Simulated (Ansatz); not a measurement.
Species: YI, net charge 0, singlet state. 
Coordinates optimised at B3LYP-D3(BJ)/def2-TZVP (Ansatz, a program for electronic structure):
```xyz
2

Y      0.0000     0.0000    -1.6070
I      0.0000     0.0000     1.1825
```
Charge 0, spin multiplicity 1.

Basis-set convergence of Hartree-Fock and CCSD correlation energies (hartree) with Ansatz. Valence correlation only, unless marked. No spin-orbit coupling. Frozen are the shells of the preceding noble gas and the d and f shells that filled before the atom's block. Past Kr the def2 sets carry scalar-relativistic core potentials.

The Hartree-Fock reference is unstable (checked in the largest basis), which strains HF and MP2. 

```
basis       functions       E(HF)  E(corr, CCSD)
----------  ---------  ----------  -------------
def2-SVP           57  -334.56863       -0.15142
def2-TZVPP        106  -334.58816       -0.20358
def2-QZVPP        163  -334.59033       -0.22497
```

Extrapolating the two largest sets (X = 3 and 4) as X^-3: E(corr) = (64·(-0.22497) - 27·(-0.20358))/37 = -0.2406 Eh, an estimate of the basis-set limit. The largest set recovers 93.5 % of it, the smallest 62.9 %.
